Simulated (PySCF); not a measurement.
Positional isomers: propene chloro+silyl. Gas-phase values, no solvent. One relaxed conformer stands for each flexible species; it need not be the lowest. Strings in code marks are SMILES.

The S1–T1 gap (TDA) from two functionals at the same geometries (CAM-B3LYP-D3(BJ)/def2-TZVP), both in PySCF: PBE-D3(BJ)/def2-TZVP and TPSSh-D3(BJ)/def2-TZVP. Excitations are Tamm–Dancoff values on a coarser integration grid. The basis has no diffuse functions, so Rydberg states are missing or too high.

```tsv
species	TPSSh-D3(BJ)/def2-TZVP (eV)
`C/C([SiH3])=C/Cl`	2.36
`C/C([SiH3])=C\Cl`	2.41
`C/C=C(/[SiH3])Cl`	2.25
`C/C=C(\[SiH3])Cl`	2.11
`[SiH3]C/C=C/Cl` (Si–C–C–C torsion 109°)	2.06
`[SiH3]C/C=C\Cl` (Si–C–C–C torsion 96°)	2.20
```

### Question
What does PBE-D3(BJ)/def2-TZVP give for each?

### Answer

- `C/C([SiH3])=C/Cl`: 2.02
- `C/C([SiH3])=C\Cl`: 1.89
- `C/C=C(/[SiH3])Cl`: 1.76
- `C/C=C(\[SiH3])Cl`: 1.73
- `[SiH3]C/C=C/Cl` (Si–C–C–C torsion 109°): 1.57
- `[SiH3]C/C=C\Cl` (Si–C–C–C torsion 96°): 1.69
Over these rows, drawn at random from the members with no instability flagged (it was tested for open shells, ions and some series alone), PBE minus TPSSh-D3(BJ): mean -0.45 eV, from -0.52 eV to -0.34 eV.
